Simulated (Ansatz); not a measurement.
Ansatz (an electronic-structure program) input (MP2/def2-TZVP):

Ansatz 0.2 input:
```yaml
crystal:
  periodic: [false, false, false]
  atoms:
    - {symbol: Fe, position_ang: [-0.00012275, -0.00045259, -0.00019758]}
    - {symbol: O, position_ang: [1.16570212, 0.20689932, -1.34311382]}
    - {symbol: H, position_ang: [2.06746225, 0.52996074, -1.32137625]}
    - {symbol: O, position_ang: [-1.19286209, -0.30704305, 1.29939528]}
    - {symbol: H, position_ang: [-1.84699113, 0.28295650, 1.67626165]}
basis:
  gaussian:
    orbitals: def2-TZVP
magnetization: {spin_polarized: true, initial_magnetization: 4}
correlation: {method: mp2, electrons: outside_noble_gas}
relax: {f_tol: 0.003, max_steps: 100}
```

Output:

```
Functional definition: HF
these checks for a lower state are left out or cut short: cluster_reference
integrals: 0.09 GiB planned
1014 factors; integrals over basis functions are off by at most 2.5e-4 eV
mean field: 0.45 GiB planned
mean field evaluation 1: about -38456.4786 eV, gradient 3.4e1 eV
mean field evaluation 2: about -38456.4800 eV, gradient 3.4e1 eV
mean field evaluation 4: about -38461.8338 eV, gradient 5.3e0 eV
mean field evaluation 8: about -38462.1672 eV, gradient 2.1e-1 eV
mean field evaluation 16: about -38461.3359 eV, gradient 2.4e0 eV
mean field evaluation 32: about -38462.1672 eV, gradient 2.4e-2 eV
mean field evaluation 64: about -38462.1682 eV, gradient 4.2e-3 eV
mean field evaluation 96: about -38462.1673 eV, gradient 1.3e-2 eV
mean field evaluation 128: about -38462.1656 eV, gradient 2.1e-1 eV
mean field -38462.16816087 eV, -1413.4586093181 hartree, gradient 4.6e-6 eV, S^2 6.017015; 12 other end points of the search recorded, 0 dependent functions left out
11 core orbitals not correlated
reference -38462.16816087 eV, -1413.4586093181 hartree; 13, 9 occupied and 95, 99 virtual orbitals, 1014 factors
densities: 0.46 GiB planned
second order -17.97282622 eV of doubles, -0.00000000 eV of singles
the calculation of the forces begins
relax step   1: F+E_penalty+E_count = -38480.14098709 eV  Δ(F+E_penalty+E_count) = +0.000e0 eV  max|allowed force component| = 3.205e-1 eV/Å  Δτ_max = 0.0000 Å  (669 SCF iters, accepted)
these checks for a lower state are left out or cut short: starts, cluster_reference, orbital_swaps, neighbouring_geometries, increment
integrals: 0.09 GiB planned
1014 factors; integrals over basis functions are off by at most 2.6e-4 eV
mean field: 0.45 GiB planned
mean field -38462.18324003 eV, -1413.4591634671 hartree, gradient 1.7e-6 eV, S^2 6.016980; 0 other end points of the search recorded, 0 dependent functions left out
11 core orbitals not correlated
reference -38462.18324003 eV, -1413.4591634671 hartree; 13, 9 occupied and 95, 99 virtual orbitals, 1014 factors
densities: 0.46 GiB planned
second order -17.96443898 eV of doubles, -0.00000000 eV of singles
the calculation of the forces begins
relax step   2: F+E_penalty+E_count = -38480.14767901 eV  Δ(F+E_penalty+E_count) = -6.692e-3 eV  max|allowed force component| = 2.707e-1 eV/Å  Δτ_max = 0.0458 Å  (74 SCF iters, accepted)
these checks for a lower state are left out or cut short: starts, cluster_reference, orbital_swaps, neighbouring_geometries, increment
integrals: 0.09 GiB planned
1014 factors; integrals over basis functions are off by at most 2.6e-4 eV
mean field: 0.45 GiB planned
mean field evaluation 160: about -38462.1984 eV, gradient 8.4e-1 eV
mean field -38462.20335328 eV, -1413.4599026154 hartree, gradient 1.8e-6 eV, S^2 6.016911; 0 other end points of the search recorded, 0 dependent functions left out
11 core orbitals not correlated
reference -38462.20335328 eV, -1413.4599026154 hartree; 13, 9 occupied and 95, 99 virtual orbitals, 1014 factors
densities: 0.46 GiB planned
second order -17.94664530 eV of doubles, -0.00000000 eV of singles
the calculation of the forces begins
relax step   3: F+E_penalty+E_count = -38480.14999858 eV  Δ(F+E_penalty+E_count) = -2.320e-3 eV  max|allowed force component| = 1.913e-2 eV/Å  Δτ_max = 0.0130 Å  (74 SCF iters, accepted)
these checks for a lower state are left out or cut short: starts, cluster_reference, orbital_swaps, neighbouring_geometries, increment
integrals: 0.09 GiB planned
1014 factors; integrals over basis functions are off by at most 2.6e-4 eV
mean field: 0.45 GiB planned
mean field -38462.20396599 eV, -1413.4599251320 hartree, gradient 3.0e-6 eV, S^2 6.016940; 0 other end points of the search recorded, 0 dependent functions left out
11 core orbitals not correlated
reference -38462.20396599 eV, -1413.4599251320 hartree; 13, 9 occupied and 95, 99 virtual orbitals, 1014 factors
densities: 0.46 GiB planned
second order -17.94610325 eV of doubles, -0.00000000 eV of singles
the calculation of the forces begins
relax step   4: F+E_penalty+E_count = -38480.15006924 eV  Δ(F+E_penalty+E_count) = -7.066e-5 eV  max|allowed force component| = 1.231e-2 eV/Å  Δτ_max = 0.0036 Å  (69 SCF iters, accepted)
these checks for a lower state are left out or cut short: starts, cluster_reference, orbital_swaps, neighbouring_geometries, increment
integrals: 0.09 GiB planned
1014 factors; integrals over basis functions are off by at most 2.6e-4 eV
mean field: 0.45 GiB planned
mean field -38462.20240463 eV, -1413.4598677529 hartree, gradient 9.1e-6 eV, S^2 6.017018; 0 other end points of the search recorded, 0 dependent functions left out
11 core orbitals not correlated
reference -38462.20240463 eV, -1413.4598677529 hartree; 13, 9 occupied and 95, 99 virtual orbitals, 1014 factors
densities: 0.46 GiB planned
second order -17.94773339 eV of doubles, -0.00000000 eV of singles
the calculation of the forces begins
relax step   5: F+E_penalty+E_count = -38480.15013802 eV  Δ(F+E_penalty+E_count) = -6.878e-5 eV  max|allowed force component| = 2.406e-3 eV/Å  Δτ_max = 0.0060 Å  (71 SCF iters, accepted)
these checks for a lower state are left out or cut short: starts, cluster_reference, orbital_swaps, neighbouring_geometries, increment
integrals: 0.09 GiB planned
1014 factors; integrals over basis functions are off by at most 2.6e-4 eV
mean field: 0.45 GiB planned
mean field evaluation 192: about -38462.2022 eV, gradient 9.0e-6 eV
mean field -38462.20221365 eV, -1413.4598607345 hartree, gradient 9.0e-6 eV, S^2 6.017029; 0 other end points of the search recorded, 0 dependent functions left out
11 core orbitals not correlated
reference -38462.20221365 eV, -1413.4598607345 hartree; 13, 9 occupied and 95, 99 virtual orbitals, 1014 factors
densities: 0.46 GiB planned
second order -17.94792937 eV of doubles, -0.00000000 eV of singles
the calculation of the forces begins
relax step   6: F+E_penalty+E_count = -38480.15014302 eV  Δ(F+E_penalty+E_count) = -5.002e-6 eV  max|allowed force component| = 1.921e-3 eV/Å  Δτ_max = 0.0026 Å  (70 SCF iters, accepted)
these checks for a lower state are left out or cut short: cluster_reference
integrals: 0.09 GiB planned
1014 factors; integrals over basis functions are off by at most 2.6e-4 eV
mean field: 0.45 GiB planned
mean field evaluation 224: about -38462.1992 eV, gradient 1.2e0 eV
mean field evaluation 256: about -38462.2022 eV, gradient 1.8e-3 eV
mean field evaluation 288: about -38461.6274 eV, gradient 7.5e0 eV
mean field evaluation 320: about -38462.2010 eV, gradient 4.3e-4 eV
mean field -38462.20221365 eV, -1413.4598607345 hartree, gradient 9.0e-6 eV, S^2 6.017029; 13 other end points of the search recorded, 0 dependent functions left out
11 core orbitals not correlated
reference -38462.20221365 eV, -1413.4598607345 hartree; 13, 9 occupied and 95, 99 virtual orbitals, 1014 factors
densities: 0.46 GiB planned
second order -17.94792937 eV of doubles, -0.00000000 eV of singles
the calculation of the forces begins
mean field evaluation 352: about -38462.2022 eV, gradient 9.0e-6 eV
Total energy: -38480.15014302 eV, -1414.1194349734 hartree
Atom 0 at     0.008597     0.031697     0.013838 Å, force     0.000001     0.000003     0.000001 eV/Å
Atom 1 at     1.170832     0.221776    -1.359927 Å, force    -0.000831    -0.000049    -0.001921 eV/Å
Atom 2 at     2.086221     0.504141    -1.340885 Å, force     0.000566     0.000324     0.001451 eV/Å
Atom 3 at    -1.194161    -0.307795     1.322375 Å, force     0.000354    -0.001712     0.001152 eV/Å
Atom 4 at    -1.878300     0.262501     1.675569 Å, force    -0.000089     0.001434    -0.000684 eV/Å
Dipole moment:     0.090579     0.333980     0.145802 e Å
Checks for a lower state left out: cluster_reference
```

The spin state was set by rule; other spins were not relaxed.
